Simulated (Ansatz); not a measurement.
Geometry optimisation, Ansatz, RKS PBE-D4/def2-SVP.

The input (input.yaml):

```yaml
crystal:
  periodic: [false, false, false]
  atoms:
    - { symbol: Hf, position_ang: [0.0, 0.0, 0.0] }
    - { symbol: O, position_ang: [0.0, 0.0, 2.07] }
    - { symbol: H, position_ang: [-0.9095, -0.2814, 2.4071] }
    - { symbol: O, position_ang: [1.952, 0.0, -0.6893] }
    - { symbol: H, position_ang: [2.2684, -0.9521, -0.806] }
    - { symbol: O, position_ang: [-0.975, 1.6891, -0.6893] }
    - { symbol: H, position_ang: [-1.9328, 1.4584, -0.9117] }
    - { symbol: O, position_ang: [-0.975, -1.6891, -0.6893] }
    - { symbol: Si, position_ang: [-1.8567, -2.7511, 0.2684] }
    - { symbol: H, position_ang: [-1.4471, -2.6052, 1.6622] }
    - { symbol: H, position_ang: [-3.2801, -2.4505, 0.1462] }
    - { symbol: H, position_ang: [-1.6101, -4.1218, -0.1696] }
basis:
  gaussian: { orbitals: def2-SVP }
hamiltonian:
  xc: pbe
  dispersion: d4
relax:
  f_tol: 0.02
  max_steps: 40
```

Launched with:

```bash
$ ansatz run input.yaml --threads 4 --pin off --max-ram 5120MiB --backend cpu --events-out ev --progress --plain --runs-dir out
```

Task: Where does it end, and by what steps?

Result: The run converged. The force dipped under the threshold on the way, but the program's further checks kept it going. After 16 steps the energy has fallen by 1.083 eV; H3 moved furthest, 1.73 Å.

| step | energy less start (eV) | largest force component (eV/Å) | accepted |
| --- | --- | --- | --- |
| 0 | 0.0000 | 2.116 | yes |
| 1 | -0.5337 | 2.414 | yes |
| 2 | -0.6824 | 1.936 | yes |
| 3 | -0.8769 | 0.203 | yes |
| 4 | -0.9458 | 0.436 | yes |
| 5 | -0.9955 | 0.211 | yes |
| 6 | -1.0272 | 0.149 | yes |
| 7 | -1.0378 | 0.731 | yes |
| 8 | -1.0714 | 0.046 | yes |
| 9 | -1.0786 | 0.017 | yes |
| 10 | -1.0247 | 1.420 | no |
| 11 | -1.0799 | 0.049 | yes |
| 12 | -1.0807 | 0.138 | yes |
| 13 | -1.0809 | 0.097 | yes |
| 14 | -1.0827 | 0.005 | yes |
| 15 | -1.0831 | 0.012 | yes |
| 16 | -1.0833 | 0.018 | yes |

```xyz
12
Properties=species:S:1:pos:R:3
Hf -0.141 -0.043 0.223
O 0.125 0.499 2.064
H 0.289 0.837 2.951
O 1.565 -0.377 -0.632
H 2.436 -0.452 -1.037
O -1.126 1.318 -0.742
H -1.541 2.046 -1.216
O -1.193 -1.713 0.203
Si -2.084 -3.119 0.197
H -2.310 -3.607 1.606
H -3.426 -2.893 -0.451
H -1.361 -4.199 -0.568
```

Whether the end is a true minimum wasn't checked by a vibrational analysis.

The run took 37 s on 4 threads of Arm Neoverse V1 (shared host), peak memory 0.2 GiB.
